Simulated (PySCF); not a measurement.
Correlation energy of Ne+ (neon, charge +1)

[He] 2s2 2p5, 2P determinant. Calculation: PySCF 2.14, in aug-cc-pwCVTZ (7s6p4d2f, 59 functions); no relativity, point nucleus. Frozen: nothing; 9 electrons correlated.

```json
{"level": "CCSD", "correlation energy (mhartree)": "-276.91"}
{"level": "(T)", "correlation energy (mhartree)": "-3.25"}
{"level": "CCSD(T)", "correlation energy (mhartree)": "-280.16"}
```

Diagnostics: T1 = 0.0034, D1 = 0.0063, largest double amplitude 0.024.

Question: Is a single reference adequate?

Answer: Yes: T1 lies below 0.03 and no double amplitude reaches 0.07.
